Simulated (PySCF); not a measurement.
**Telling isomers of C$_{5}$H$_{8}$ClFO$_{2}$ apart by NMR**

[PySCF 2.14.0 with density-fitted response routines: GFN2-xTB geometry; shielding tensors at PBE0/pcSseg-1 (GIAO); isolated molecule; rapidly exchanging positions averaged; non-relativistic Hamiltonian; single conformer]

References, each an isolated molecule treated in the same way: $^{1}$H (31.72 ppm) and $^{13}$C (186.93 ppm) against TMS. Splittings of carbon signals by F and P are missing where no couplings were computed. Where no couplings were computed, multiplicities follow the n + 1 count of equivalent neighbours, and m marks all less simple cases (inequivalent or close neighbours, rings, F or P nearby). Shifts are as computed. Against solution values, carbons near 30 ppm lie about +3 ppm off and those near 130 ppm about +5 ppm; carbons on Cl a further +6 ppm. Of 1211 compounds with measured shifts, 218 miss one by over three times the rms of a fit or turn the order of signals round; such compounds aren't used in these exercises. Carbons bonded to Cl come out too deshielded.

(1) Tabulate the signals of `CO[C@@H](C)[C@H](F)C(=O)Cl`, `CO[C@@H](C(=O)Cl)[C@@H](C)F` and their relative energies.

(2) What is the quickest way to tell CO[C@@H](C)[C@H](F)C(=O)Cl from CO[C@@H](C(=O)Cl)[C@@H](C)F?

Results:

(1) 
```tsv
SMILES	carbon types	δC	δH	E rel. (kcal/mol)
CO[C@@H](C)[C@H](F)C(=O)Cl	1×C 2×CH 2×CH3	185.6, 102.0, 85.6, 62.4, 19.7	4.76 (m, 1H), 3.87 (m, 1H), 3.82 (s, 3H), 1.30 (d, 3H)	1.0
CO[C@@H](C(=O)Cl)[C@@H](C)F	1×C 2×CH 2×CH3	187.7, 99.2, 89.4, 61.5, 15.6	5.30 (m, 1H), 4.16 (m, 1H), 3.86 (s, 3H), 1.37 (m, 3H)	0.0
```

Energies are electronic energies at PBE0/pcSseg-1 on these geometries, without zero-point or thermal terms, each for the one conformer computed, which needn't be the lowest.

(2) Both give the same number of carbon signals, with the same numbers of each carbon type, so the positions decide. The first has a methyl carbon (CH3) at 19.7 ppm, the second a methyl carbon (CH3) at 15.6 ppm. Their most deshielded carbons lie at 185.6 and 187.7 ppm. In the proton spectra the most deshielded non-exchanging signals are 4.76 (m, 1H) and 5.30 (m, 1H).
